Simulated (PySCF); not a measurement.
Simulation results for C2H7Si, C2H6AlN, CH3AlClO, CH6NOSi and others

Calculation on a computer-drawn molecule: optimised geometry and harmonic frequencies of an isolated molecule of the commonest isotopes, restricted reference for singlets and unrestricted otherwise, frozen core in MP2. Program: PySCF 2.14.0.

Common to all runs: basis cc-pV(D+d)Z.

(1) C2H7Si

Start structure:
```xyz
10
C2H7Si
C     -0.4633    -1.2746     1.8272
C     -0.1507    -0.2640     0.7705
Si    -0.9108    -0.2194    -1.0078
H     -0.8746    -0.8185     2.7135
H     -1.1323    -1.9939     1.4073
H      0.5258    -1.8063     2.0167
H      0.5216     0.4807     1.0114
H     -2.4376    -0.2168    -0.7709
H     -0.5211     0.9772    -1.6127
H     -0.5980    -1.3262    -1.7192
```

Settings of this run: charge 0, multiplicity 2 and method HF.

The calculation gives: rotational constants 29.9, 4.611, 4.297 GHz; total energy -368.7096 hartree; spin squared 0.7621; convergence status largest gradient component 1.256e-05 hartree/bohr.

Drawn bonds:
```tsv
atom	other atom	order
1	2	1
2	3	1
1	4	1
1	5	1
1	6	1
2	7	1
3	8	1
3	9	1
3	10	1
```

Optimised structure:
```xyz
10
C2H7Si
C     -0.4349    -1.2928     1.7935
C     -0.1771    -0.2369     0.7503
Si    -0.9536    -0.1960    -0.9377
H     -0.8007    -0.8456     2.7236
H     -1.1727    -2.0296     1.4685
H      0.4853    -1.8330     2.0408
H      0.5356     0.5357     1.0309
H     -2.4353    -0.2002    -0.8371
H     -0.5229     1.0235    -1.6607
H     -0.5648    -1.3869    -1.7361
```

Modes:
```tsv
frequency (cm⁻¹)	reduced mass (dalton)
25	1.043
93.36	1.278
252.6	2.373
468.6	1.173
647.6	2.059
686.8	1.226
758.2	1.71
1020	1.05
1027	1.089
1041	1.06
1050	1.277
1052	1.287
1169	2.825
1397	1.506
1510	1.212
1578	1.048
1587	1.06
2278	1.05
2292	1.04
2312	1.03
3151	1.038
3206	1.1
3238	1.101
3282	1.087
```

(2) C2H6AlN

Start structure:
```xyz
10
C2H6AlN
C     -0.3732     0.6246    -1.7728
N     -0.8503    -0.8154    -1.7855
C     -1.6746    -1.0919    -0.6379
Al    -0.2665    -1.9670    -3.0603
H      0.1053     0.8344    -0.8397
H      0.2623     0.7197    -2.5776
H     -1.3018     1.2766    -1.8130
H     -1.2101    -0.9490     0.2664
H     -2.5809    -0.5574    -0.6814
H     -1.9823    -2.2330    -0.7178
```

It was run with charge 0, multiplicity 1 and method HF.

It finds rotational constants 9.478, 4.712, 3.276 GHz; total energy -375.6007 hartree; convergence status largest gradient component 2.164e-05 hartree/bohr.

Drawn bonds:
```tsv
atom	other atom	order
1	2	1
2	3	1
2	4	1
1	5	1
1	6	1
1	7	1
3	8	1
3	9	1
3	10	1
```

Optimised structure:
```xyz
10
C2H6AlN
C     -0.4075     0.5850    -1.7595
N     -0.8142    -0.8039    -1.7745
C     -1.6894    -1.1419    -0.6725
Al    -0.2871    -1.9860    -3.0307
H      0.1401     0.8424    -0.8440
H      0.2522     0.8054    -2.6050
H     -1.2660     1.2648    -1.8310
H     -1.2085    -0.9747     0.2997
H     -2.6146    -0.5519    -0.6873
H     -1.9770    -2.1975    -0.7149
```

Modes:
```tsv
frequency (cm⁻¹)	reduced mass (dalton)
187.6	4.181
219.9	1.558
254	1.035
308	1.658
364.9	2.68
643.1	4.373
1042	2.705
1166	1.385
1191	1.215
1254	1.401
1287	4.763
1406	2.175
1552	1.162
1572	1.042
1583	1.043
1585	1.193
1608	1.047
1625	1.051
3118	1.034
3126	1.035
3169	1.104
3173	1.106
3201	1.101
3202	1.101
```

(3) CH3AlClO

Start structure:
```xyz
7
CH3AlClO
C     -3.3735     0.2234     0.4534
O     -2.7453     1.0074     1.5446
Al    -2.2160     1.7590     2.8498
Cl    -1.3870     2.7998     4.3253
H     -3.7440     0.9878    -0.2260
H     -2.5180    -0.3332    -0.0019
H     -4.1156    -0.4331     0.8000
```

Settings of this run: charge 1, multiplicity 1 and method HF.

The calculation gives: rotational constants 157.3, 1.553, 1.553 GHz; total energy -815.7398 hartree; convergence status largest gradient component 1.352e-05 hartree/bohr.

Drawn bonds:
```tsv
atom	other atom	order
1	2	1
2	3	1
3	4	1
1	5	1
1	6	1
1	7	1
```

Optimised structure:
```xyz
7
CH3AlClO
C     -3.3335     0.2495     0.4577
O     -2.7849     0.9727     1.5672
Al    -2.1798     1.7704     2.7906
Cl    -1.4117     2.7829     4.3434
H     -3.7482     0.9670    -0.2428
H     -2.5336    -0.3199    -0.0045
H     -4.1076    -0.4116     0.8336
```

Modes:
```tsv
frequency (cm⁻¹)	reduced mass (dalton)
99.46	5.043
99.46	5.043
201.9	10.4
201.9	10.4
477.6	9.853
837.4	10.06
1266	1.237
1266	1.237
1362	10.1
1590	1.046
1590	1.046
1597	1.18
3241	1.027
3358	1.112
3358	1.112
```

(4) CH3AlClO

Start structure:
```xyz
7
CH3AlClO
C     -3.3335     0.2495     0.4577
O     -2.7849     0.9727     1.5672
Al    -2.1798     1.7704     2.7906
Cl    -1.4117     2.7829     4.3434
H     -3.7482     0.9670    -0.2428
H     -2.5336    -0.3199    -0.0045
H     -4.1076    -0.4116     0.8336
```

Settings of this run: charge 1, multiplicity 1 and method MP2.

The calculation gives: rotational constants 153.7, 1.524, 1.524 GHz; total energy -816.2432 hartree; convergence status largest gradient component 5.59e-06 hartree/bohr.

Drawn bonds:
```tsv
atom	other atom	order
1	2	1
2	3	1
3	4	1
1	5	1
1	6	1
1	7	1
```

Optimised structure:
```xyz
7
CH3AlClO
C     -3.3382     0.2432     0.4481
O     -2.7854     0.9720     1.5661
Al    -2.1713     1.7816     2.8077
Cl    -1.3987     2.8001     4.3698
H     -3.7570     0.9702    -0.2588
H     -2.5282    -0.3317    -0.0177
H     -4.1205    -0.4244     0.8301
```

Modes:
```tsv
frequency (cm⁻¹)	reduced mass (dalton)
87.02	4.34
87.16	4.34
148.4	16.73
148.4	16.73
463.3	9.705
812.3	10.31
1181	1.234
1181	1.234
1307	8.777
1494	1.045
1494	1.045
1495	1.199
3129	1.028
3260	1.111
3260	1.111
```

(5) CH6NOSi

Start structure:
```xyz
10
CH6NOSi
C      0.3567     2.2238    -1.4665
Si    -1.4620     1.8175    -1.0195
N     -2.0322     1.7018     0.5729
O     -2.6609     1.6865    -1.9582
H      0.4026     3.2831    -1.9031
H      0.7336     1.6047    -2.1996
H      0.9859     2.2543    -0.5744
H     -3.0355     1.4287     0.7088
H     -1.5400     1.6601     1.4093
H     -2.7417     1.7473    -2.9745
```

Here we set charge 1, multiplicity 1 and method HF.

The calculation gives: rotational constants 7.325, 6.041, 3.381 GHz; total energy -459.4700 hartree; convergence status largest gradient component 3.935e-05 hartree/bohr.

Drawn bonds:
```tsv
atom	other atom	order
1	2	1
2	3	1
2	4	1
1	5	1
1	6	1
1	7	1
3	8	1
3	9	1
4	10	1
```

Optimised structure:
```xyz
10
CH6NOSi
C      0.2473     2.2538    -1.4220
Si    -1.4834     1.8681    -0.9942
N     -1.9928     1.6332     0.5362
O     -2.6313     1.7294    -2.0656
H      0.2944     3.2148    -1.9414
H      0.6422     1.4863    -2.0932
H      0.8689     2.3002    -0.5270
H     -2.9479     1.4203     0.7716
H     -1.3934     1.6849     1.3409
H     -2.5976     1.8169    -3.0102
```

Modes:
```tsv
frequency (cm⁻¹)	reduced mass (dalton)
72.33	1.047
242.8	2.581
302.7	3.789
305.2	3.144
385.1	1.146
508.5	1.028
617	1.232
671.7	1.517
722.6	2.187
835.5	1.369
843.5	1.326
898.9	1.498
1052	5.548
1163	5.846
1409	1.237
1526	1.046
1527	1.047
1674	1.137
3179	1.035
3268	1.101
3294	1.103
3748	1.052
3848	1.099
4129	1.069
```

(6) CH6BOSi

Start structure:
```xyz
10
CH6BOSi
C     -3.3318     2.0574     1.5317
Si    -2.6536     0.9049     0.2392
B     -0.6849     0.6433    -0.0623
O     -0.1981    -0.1722    -0.9340
H     -2.6244     2.6578     2.1053
H     -4.0263     2.7562     1.0612
H     -3.9734     1.5681     2.2830
H     -3.7136     0.0153    -0.3345
H      0.1250     1.3370     0.5422
H     -0.5446    -0.8308    -1.5160
```

Here we set charge 1, multiplicity 1 and method HF.

The calculation gives: rotational constants 22.39, 2.422, 2.216 GHz; total energy -429.6139 hartree; convergence status largest gradient component 2.633e-05 hartree/bohr.

Drawn bonds:
```tsv
atom	other atom	order
1	2	1
2	3	1
3	4	1
1	5	1
1	6	1
1	7	1
2	8	1
3	9	1
4	10	1
```

Optimised structure:
```xyz
10
CH6BOSi
C     -3.3556     2.0653     1.5335
Si    -2.6617     0.8591     0.3382
B     -0.6081     0.6499    -0.0631
O     -0.1424    -0.1880    -0.9648
H     -2.5866     2.6419     2.0466
H     -4.0273     2.7464     0.9961
H     -3.9735     1.5341     2.2667
H     -3.6701     0.0275    -0.3415
H      0.1174     1.3406     0.5797
H     -0.7179    -0.7397    -1.4757
```

Modes:
```tsv
frequency (cm⁻¹)	reduced mass (dalton)
34.6	2.231
49.27	1.138
140.1	3.29
312.4	4.451
442.8	1.169
562.8	3.039
591.4	1.361
708.6	1.491
749.7	1.293
808.3	2.769
902.3	1.284
980.9	1.274
1039	1.124
1185	1.22
1386	1.214
1471	7.937
1509	1.051
1519	1.053
2379	1.043
2799	1.099
3151	1.038
3225	1.097
3297	1.102
4144	1.068
```

(7) CH5BClSi

Start structure:
```xyz
9
CH5BClSi
C      0.0692    -0.0291     0.6191
Si     0.7048     0.0022    -1.1696
B      2.6525    -0.6887    -1.1347
Cl     4.0146    -1.1890    -1.1008
H      0.0419    -1.1155     1.0745
H     -0.9400     0.3185     0.7366
H      0.6206     0.5734     1.2884
H     -0.0615    -0.8745    -2.0228
H      0.7113     1.3211    -1.6913
```

Here we set charge 1, multiplicity 1 and method HF.

The calculation gives: rotational constants 13.28, 1.536, 1.413 GHz; total energy -813.6571 hartree; convergence status largest gradient component 1.136e-05 hartree/bohr.

Drawn bonds:
```tsv
atom	other atom	order
1	2	1
2	3	1
3	4	1
1	5	1
1	6	1
1	7	1
2	8	1
2	9	1
```

Optimised structure:
```xyz
9
CH5BClSi
C      0.0305    -0.0500     0.6683
Si     0.6174     0.0117    -1.0978
B      2.5927    -0.6810    -1.1381
Cl     4.1258    -1.2153    -1.1918
H      0.0393    -1.0679     1.0620
H     -1.0014     0.3114     0.6920
H      0.6274     0.5948     1.3157
H     -0.0136    -0.9358    -2.0297
H      0.7953     1.3506    -1.6811
```

Modes:
```tsv
frequency (cm⁻¹)	reduced mass (dalton)
106.3	3.824
150.8	1.18
231.2	2.437
318.7	7.202
366.1	7.937
503.7	1.207
685.9	1.173
711.9	1.995
779.6	1.678
944.3	1.252
956.1	1.271
1005	1.053
1239	12.28
1404	1.218
1543	1.049
1544	1.047
2367	1.028
2378	1.054
3181	1.035
3270	1.101
3286	1.104
```

(8) C2H10Si2

Start structure:
```xyz
14
C2H10Si2
C      1.2165     3.5703    -0.2584
Si    -0.3659     2.4324    -0.2147
Si     0.1717     0.3026    -0.9502
C      0.7949     0.3393    -2.7705
H      1.5535     3.6532    -1.2415
H      1.9036     3.2698     0.3663
H      0.9190     4.6011     0.1270
H     -0.9061     2.4685     1.1598
H     -1.3515     3.1275    -1.0371
H     -0.9680    -0.6075    -0.8463
H      1.2644    -0.3344    -0.1524
H      0.0850     0.7713    -3.4473
H      1.7011     0.8738    -2.8673
H      1.0004    -0.7204    -3.0490
```

Here we set charge 0, multiplicity 1 and method HF.

Results for C2H10Si2: rotational constants 6.675, 2.118, 1.835 GHz; total energy -659.4465 hartree; convergence status largest gradient component 1.539e-05 hartree/bohr.

Drawn bonds:
```tsv
atom	other atom	order
1	2	1
2	3	1
3	4	1
1	5	1
1	6	1
1	7	1
2	8	1
2	9	1
3	10	1
3	11	1
4	12	1
4	13	1
4	14	1
```

Optimised structure:
```xyz
14
C2H10Si2
C      1.1797     3.6238    -0.2302
Si    -0.3267     2.4822    -0.2143
Si     0.1871     0.2996    -0.9802
C      0.7968     0.2894    -2.7693
H      1.5818     3.7295    -1.2415
H      1.9738     3.2315     0.4108
H      0.9139     4.6203     0.1321
H     -0.8700     2.3961     1.1671
H     -1.3925     3.0615    -1.0760
H     -1.0253    -0.5533    -0.8639
H      1.2320    -0.2906    -0.1005
H      0.0389     0.6988    -3.4425
H      1.7055     0.8878    -2.8781
H      1.0238    -0.7292    -3.0949
```

Modes:
```tsv
frequency (cm⁻¹)	reduced mass (dalton)
51.8	2.204
119.5	2.251
153.7	1.212
184.4	1.142
206.1	1.931
419	4.804
430	1.179
498.4	1.212
613.4	1.025
656.7	1.053
702.1	2.954
713.1	2.789
776.6	1.325
787	1.295
926.9	1.252
951.6	1.244
954.9	1.257
989.6	1.27
1015	1.05
1033	1.07
1389	1.241
1391	1.237
1555	1.051
1555	1.05
1558	1.05
1560	1.05
2268	1.047
2272	1.03
2275	1.05
2287	1.033
3167	1.035
3168	1.035
3249	1.102
3251	1.102
3253	1.102
3253	1.102
```
